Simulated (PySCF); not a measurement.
Species: CH7FN2SSi.
Numbering: `[CH3:1][S:2][Si:3]([NH2:4])([NH2:5])[F:6]` (hydrogens: H7, H8, H9 on C1; H10, H11 on N4; H12, H13 on N5)

Torsions of this conformer, `[CH3:1][S:2][Si:3]([NH2:4])([NH2:5])[F:6]`: C1–S2–Si3–N4 -154°, H–N4–Si3–S2 -84°, H–N4–Si3–S2 67°, H–N5–Si3–S2 -16°, H–N5–Si3–S2 -174°.

The closed-shell ground state was solved at several levels (PySCF, density fitting, gas phase, non-relativistic). The structure is a single PBE0-D3(BJ)/def2-SVP conformer in the gas phase; no vibrational or solvent corrections.

```json
{"level": "BP86/pcSseg-1", "basis functions": "151", "total energy (Eh)": "-939.5363", "HOMO (eV)": "-5.66", "LUMO (eV)": "-0.23", "gap (eV)": "5.43", "dipole (D)": "1.62"}
{"level": "PBE0/pcSseg-1", "basis functions": "151", "total energy (Eh)": "-938.9306", "HOMO (eV)": "-6.84", "LUMO (eV)": "0.72", "gap (eV)": "7.56", "dipole (D)": "1.63"}
{"level": "HF/pcSseg-1", "basis functions": "151", "total energy (Eh)": "-936.8341", "HOMO (eV)": "-9.73", "LUMO (eV)": "3.82", "gap (eV)": "13.55", "dipole (D)": "1.64"}
{"level": "PBE0/def2-SVP", "basis functions": "127", "total energy (Eh)": "-938.5715", "HOMO (eV)": "-6.65", "LUMO (eV)": "1.11", "gap (eV)": "7.76", "dipole (D)": "1.63"}
{"level": "BHandHLYP/pcSseg-1", "basis functions": "151", "total energy (Eh)": "-939.3282", "HOMO (eV)": "-7.95", "LUMO (eV)": "1.57", "gap (eV)": "9.52", "dipole (D)": "1.62"}
{"level": "PBE0/cc-pVTZ", "basis functions": "286", "total energy (Eh)": "-939.1188", "HOMO (eV)": "-6.79", "LUMO (eV)": "0.62", "gap (eV)": "7.41", "dipole (D)": "1.49"}
{"level": "B3LYP/pcSseg-1", "basis functions": "151", "total energy (Eh)": "-939.5066", "HOMO (eV)": "-6.57", "LUMO (eV)": "0.47", "gap (eV)": "7.04", "dipole (D)": "1.61"}
{"level": "B97-2/pcSseg-1", "basis functions": "151", "total energy (Eh)": "-939.4149", "HOMO (eV)": "-6.60", "LUMO (eV)": "0.69", "gap (eV)": "7.29", "dipole (D)": "1.61"}
{"level": "B97-D/pcSseg-1", "basis functions": "151", "total energy (Eh)": "-939.3062", "HOMO (eV)": "-5.54", "LUMO (eV)": "-0.07", "gap (eV)": "5.47", "dipole (D)": "1.60"}
{"level": "PBE0/pcSseg-0", "basis functions": "76", "total energy (Eh)": "-937.5819", "HOMO (eV)": "-7.00", "LUMO (eV)": "1.15", "gap (eV)": "8.15", "dipole (D)": "1.88"}
{"level": "LDA/def2-SVPD", "basis functions": "190", "total energy (Eh)": "-934.7089", "HOMO (eV)": "-5.74", "LUMO (eV)": "-0.64", "gap (eV)": "5.10", "dipole (D)": "1.48"}
{"level": "PBE/def2-SVPD", "basis functions": "190", "total energy (Eh)": "-938.5308", "HOMO (eV)": "-5.65", "LUMO (eV)": "-0.52", "gap (eV)": "5.13", "dipole (D)": "1.46"}
```

(1) What might PBE0/def2-TZVP (240 basis functions) give for the same quantities?

(2) Over all these levels, which gives the widest orbital gap and which the narrowest?

(3) How much does the basis alone move the frontier levels among the 5 PBE0 rows (the withheld one included)?

(4) In the pcSseg-1 basis, how does the gap go with the fixed share of exact exchange?

(5) How far do the dipole and the HOMO energy spread over the levels?

## Answers

(1) Total energy -939.1260 Eh, HOMO -6.81 eV, LUMO 0.57 eV, gap 7.38 eV, dipole 1.45 D.

(2) HF/pcSseg-1 (Hartree–Fock, all exact exchange) has the widest, 13.55 eV, and LDA/def2-SVPD (LDA) the narrowest, 5.10 eV. Functional and basis both differ between the two, so the spread mixes both effects.

(3) The HOMO by 0.35 eV and the LUMO by 0.58 eV. By rising basis size (HOMO, LUMO in eV): pcSseg-0 -7.00, 1.15; def2-SVP -6.65, 1.11; pcSseg-1 -6.84, 0.72; def2-TZVP -6.81, 0.57; cc-pVTZ -6.79, 0.62.

(4) BP86 (0 %) 5.43 eV; B97-D (0 %) 5.47 eV; B3LYP (20 %) 7.04 eV; B97-2 (21 %) 7.29 eV; PBE0 (25 %) 7.56 eV; BHandHLYP (50 %) 9.52 eV; HF (100 %) 13.55 eV. Each rise in the share widens the gap here.

(5) The dipole runs from 1.45 to 1.88 D (mean 1.59 D) and the HOMO from -9.73 to -5.54 eV.

B97-D is run here without its empirical dispersion term; that term would change no orbital, density or response property at a fixed geometry.
